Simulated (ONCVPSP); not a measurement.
# Nb (Z = 41): excitation energies, all-electron against ONCV

| Item | Value |
| --- | --- |
| Element | niobium |
| Generator | ONCVPSP 4.0.1 |
| Type | optimised norm-conserving Vanderbilt (ONCV) |
| Functional | PBE |
| Relativity | fully relativistic |
| Frozen core | [Ar] 3d10 |
| Valence charge | 13 |
| Reference configuration | 4s2 4p6 4d4 5s1 |
| Partial waves | 4s+5s: rc 1.60 bohr, ncon 4, nbas 7, qcut 6.6 1/bohr, 3 projectors, debl 3.2 Ha; 4p: rc 1.60 bohr, ncon 3, nbas 7, qcut 10.5 1/bohr, 2 projectors, debl 3.7 Ha; 4d: rc 1.60 bohr, ncon 5, nbas 9, qcut 6.9 1/bohr, 3 projectors, debl 1.6 Ha |
| Local potential | polynomial inside 1.40 bohr (lpopt 5, dvloc0 2 Ha) |
| Core correction | Teter function fitted to the true core (icmod 2), fcfact 0.65 |

Open shells are filled in proportion to 2j + 1.

Energies are relative to the spin-unpolarised reference configuration 4s2 4p6 4d4 5s1; without spin polarisation the order of configurations can differ from experiment. Not all tests gave a result: 1 of 4 tests not solved or not reliable.

| valence configuration | charge | ΔE all-electron (eV) | error AE − PS (meV) |
| --- | --- | --- | --- |
| 4s2 4p6 4d4 5s0 | +1 | 6.638 | -0.4 |
| 4s2 4p6 4d3 5s0 | +2 | 20.677 | +0.5 |
| 4s2 4p6 4d4.5 5s0.5 | 0 | 0.558 | -0.3 |

Note: ghosts flagged at negative energy: d5/2 at -3535.4 eV, d3/2 at -4788.6 eV; GHOST(+) flags only above 600 eV. A true bound ghost makes a file unfit for plane-wave use.
